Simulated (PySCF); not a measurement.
**Vibration and rotation of NaBr**

RHF-CCSD(T) constants of NaBr, ¹Σ⁺ (singlet), closed shell (Na pcseg-1, Br pcseg-1; no relativity (PySCF 2.14); masses 22.9898 and 78.9183 u):

| Property | Result |
| --- | --- |
| ωe | 294.3 cm⁻¹ |
| ωexe | 1.1 cm⁻¹ |
| Be | 0.14642 cm⁻¹ |
| αe | 0.000896 cm⁻¹ |
| De to Na + Br | 3.48 eV |

Problem. What force constant and bond length do these constants imply?

Solution. Reduced mass μred = 17.803 u; k = 5.8918×10⁻⁷·μred·ωe² (u, cm⁻¹, mdyn/Å) = 0.909 mdyn/Å; Re = √(16.8576/(μred·Be)) (u, cm⁻¹, Å) = 2.543 Å.

Problem. Estimate the centrifugal constant D from the Kratzer relation and find the Dunham coefficient a1.

Solution. D = 4Be³/ωe² = 1.45e-07 cm⁻¹; a1 = −1 − αeωe/(6Be²) = -3.05.

Measured values (Huber and Herzberg, Constants of Diatomic Molecules (1979)): ωe = 302.1 cm⁻¹, Be = 0.15125331 cm⁻¹, αe = 0.00094095 cm⁻¹.

Correlated steps freeze 10 core orbitals. Correlated levels converge slowly with the basis: in double zeta they bind strong bonds too weakly, by up to about 1 eV, and carry superposition errors of some tenths. Where the molecule has an RHF reference, its open-shell atoms are computed with UHF.
